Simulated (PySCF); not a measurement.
**Zr²⁺: excitation energy**

Zr²⁺ [Kr] 4d2 (3F) → Zr²⁺ [Kr] 4d1 5s1 (3D), as a difference of total energies. All numbers are calculated (PySCF 2.14, a scalar-relativistic core potential, in aug-cc-pVTZ-PP with one added diffuse shell each of s, p, d, f, g type with ECP28MDF (7s7p6d4f3g, 113 functions)). Correlated levels: valence: 4s2 4p6 frozen. The calculations carry no spin-orbit coupling.

```tsv
method	excitation energy (cm⁻¹)
UHF	18702
LDA	15061
PBE	17060
PBE0	18454
r2SCAN	18670
BP86	17086
wB97X	19610
MN15	15728
MP2 (valence)	18496
SCS-MP2 (valence)	18633
```
